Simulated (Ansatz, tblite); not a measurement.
Cost and result up the ladder for `CCCCCCCCCCS` (33 atoms). Total charge 0; singlet. Geometry: r2SCAN-D4/def2-SVP.

```
atom    x (Å)    y (Å)    z (Å)
  C1  -3.9516   2.6850  -0.8670
  C2  -2.7388   3.0271  -1.7295
  C3  -1.8942   1.8167  -2.1354
  C4  -1.2306   1.0821  -0.9704
  C5  -0.3290  -0.0646  -1.4279
  C6   0.2836  -0.8937  -0.2963
  C7   1.2615  -0.1214   0.5910
  C8   1.8853  -0.9501   1.7164
  C9   2.8028  -2.0749   1.2390
 C10   3.5135  -2.8241   2.3622
 S11   2.4103  -3.7149   3.5258
 H12  -4.5995   1.9464  -1.3693
 H13  -4.5625   3.5785  -0.6626
 H14  -3.6585   2.2598   0.1063
 H15  -2.0974   3.7527  -1.1944
 H16  -3.0792   3.5448  -2.6440
 H17  -1.1079   2.1467  -2.8395
 H18  -2.5249   1.1044  -2.7023
 H19  -2.0016   0.6786  -0.2875
 H20  -0.6488   1.8107  -0.3754
 H21   0.4821   0.3411  -2.0634
 H22  -0.9161  -0.7335  -2.0842
 H23  -0.5260  -1.3095   0.3348
 H24   0.7975  -1.7647  -0.7403
 H25   0.7416   0.7415   1.0428
 H26   2.0637   0.3070  -0.0419
 H27   2.4681  -0.2805   2.3763
 H28   1.0894  -1.3800   2.3507
 H29   3.5800  -1.6549   0.5708
 H30   2.2377  -2.8013   0.6269
 H31   4.0666  -2.1207   3.0080
 H32   4.2521  -3.5355   1.9594
 H33   1.9308  -4.5985   2.6209
```

Ansatz on 4 threads of Intel Xeon on a shared host; xTB runs through tblite on one thread. Times are rough, summed over both states, and most runs start from the orbitals of an earlier one. PBE0-D4/def2-TZVP serves as the yardstick here, not as an exact answer. The other state is a triplet.

The xTB rows come from tblite.

xTB has no spin-polarisation term.

```json
{"level": "GFN2-xTB", "functions": "71", "wall time": "0.065 s", "vertical triplet (eV)": "5.14", "difference from PBE0-D4/def2-TZVP (eV)": "0.14"}
{"level": "GFN1-xTB", "functions": "93", "wall time": "0.1 s", "vertical triplet (eV)": "6.02", "difference from PBE0-D4/def2-TZVP (eV)": "1.02"}
{"level": "PBE-D4/def2-TZVP", "functions": "479", "wall time": "33 s", "vertical triplet (eV)": "4.87", "difference from PBE0-D4/def2-TZVP (eV)": "-0.13"}
{"level": "PBE0-D4/def2-TZVP (with forces)", "functions": "479", "wall time": "93 s", "vertical triplet (eV)": "5.00", "difference from PBE0-D4/def2-TZVP (eV)": "0.00"}
```
